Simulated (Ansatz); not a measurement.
One change: `[CH3][GaH][N]=C=O` becomes `N=C=O`.

Ansatz, PBE0-D4/def2-TZVP geometries, multiplicity 1. Each molecule was computed in one conformer, which needn't be the lowest.

Scalar relativity is left out up to krypton.

```tsv
property	`[CH3][GaH][N]=C=O`
HOMO energy (B3LYP/def2-TZVPP) / eV	-7.65
HOMO energy (PBE/def2-TZVPP) / eV	-6.55
HOMO–LUMO gap (B3LYP/def2-TZVPP) / eV	5.84
LUMO energy (PBE0/def2-TZVPP) / eV	-1.52
LUMO energy (PBE/def2-TZVPP) / eV	-2.30
HOMO energy (PBE0/def2-TZVPP) / eV	-7.88
```

Task: Give the same properties after the change, and the shifts. (Estimate.)

Result: Ansatz gave: 
```
                             property  `N=C=O`  shift
  HOMO energy (B3LYP/def2-TZVPP) / eV    -8.59  -0.94
    HOMO energy (PBE/def2-TZVPP) / eV    -7.37  -0.82
HOMO–LUMO gap (B3LYP/def2-TZVPP) / eV     8.46   2.62
   LUMO energy (PBE0/def2-TZVPP) / eV     0.20   1.72
    LUMO energy (PBE/def2-TZVPP) / eV    -0.88   1.42
   HOMO energy (PBE0/def2-TZVPP) / eV    -8.84  -0.96
```

With PBE0 the HOMO falls by 0.96 eV and the LUMO rises by 1.72 eV, so the gap widens by about 2.68 eV. PBE moves the HOMO by -0.82 eV and ωB97M-V by -1.06 eV.

B3LYP here is the variant with VWN-RPA as its local correlation; programs differ in this.
